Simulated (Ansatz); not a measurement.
Gas-phase electronic energies from Ansatz, PBE0-D4/def2-TZVP geometries. CBS: MP2 limit from def2 TZ/QZ plus the TZ coupled-cluster correction, frozen cores. DFT in def2-TZVPP. B3LYP here is the variant with VWN-RPA as its local correlation; programs differ in this. Each species was taken in one conformer, which may not be the lowest.

`CC(O)O[SiH3]` + `COCF` → `FCOC[SiH3]` + `CC(O)O`  (formal exchange of groups at the Si–O bond)

`CC(O)O[SiH3]`:

Z-matrix (Å, degrees):
```
C
C 1 1.507
H 1 1.091 2 110.5
H 1 1.091 2 109.2 3 -120.0
H 1 1.091 2 110.1 3 120.3
O 2 1.389 1 107.8 3 -179.7
O 2 1.414 1 111.4 3 61.2
H 2 1.104 1 110.6 3 -59.0
H 6 0.962 2 108.1 1 -175.8
Si 7 1.644 2 124.5 1 -86.8
H 10 1.480 7 106.4 2 -169.0
H 10 1.491 7 110.1 2 -49.1
H 10 1.488 7 112.0 2 71.1
```

`COCF`:

Z-matrix (Å, degrees):
```
C
O 1 1.414
H 1 1.097 2 110.8
H 1 1.089 2 107.0 3 118.9
H 1 1.093 2 111.3 3 -121.6
C 2 1.362 1 114.0 3 55.1
F 6 1.383 2 111.4 1 70.0
H 6 1.099 2 112.1 1 -48.8
H 6 1.091 2 107.6 1 -172.1
```

`FCOC[SiH3]`:

Z-matrix (Å, degrees):
```
C
O 1 1.359
F 1 1.388 2 111.0
H 1 1.099 2 112.5 3 -118.7
H 1 1.091 2 107.8 3 117.4
C 2 1.426 1 115.0 3 73.2
Si 6 1.904 2 116.4 1 -69.8
H 6 1.093 2 105.4 1 170.8
H 6 1.100 2 109.8 1 56.3
H 7 1.490 6 105.7 2 -162.5
H 7 1.483 6 112.5 2 79.4
H 7 1.483 6 110.3 2 -44.5
```

`CC(O)O`:

Cartesian coordinates in Å:
```
C -0.751 0.752 0.317
C 0.113 -0.465 0.099
O 1.421 -0.116 0.467
O 0.064 -0.938 -1.220
H -1.780 0.535 0.031
H -0.725 1.058 1.363
H -0.379 1.583 -0.289
H -0.246 -1.310 0.700
H 1.976 -0.891 0.331
H 0.306 -0.208 -1.800
```

```tsv
level	ΔE (kcal/mol)	difference from CCSD(T)/CBS
PBE-D4	20.1	-3.4
r2SCAN-D4	22.9	-0.6
PBE0-D4	21.5	-2.0
B3LYP-D4	23.8	0.3
ωB97X-V	23.0	-0.5
ωB97M-V	22.7	-0.8
B2PLYP	24.4	0.9
PBE	20.2	-3.3
r2SCAN	22.9	-0.6
PBE0	21.6	-1.9
B3LYP	23.9	0.4
HF/def2-TZVPP	28.3	4.8
MP2/def2-TZVPP	24.4	0.9
SCS-MP2/def2-TZVPP	25.1	1.6
CCSD/def2-TZVPP	24.1	0.6
CCSD(T)/def2-TZVPP	23.5	0.0
HF/def2-QZVPP	28.8	5.3
MP2/def2-QZVPP	24.6	1.1
SCS-MP2/def2-QZVPP	25.3	1.8
HF/CBS(def2)	28.8	5.3
MP2/CBS(def2)	24.5	1.0
CCSD/CBS(def2)	24.2	0.7
CCSD(T)/CBS	23.5	0
```

Largest T1 diagnostic among the species: 0.012.

From PBE to PBE0 (25 % exact exchange), in def2-TZVPP and without D4, ΔE moves by +1.4 kcal/mol. In def2-TZVPP, CCSD(T) changes the Hartree–Fock value by −4.9 kcal/mol (the triples alone add −0.6 kcal/mol) and MP2 by −3.9 kcal/mol.
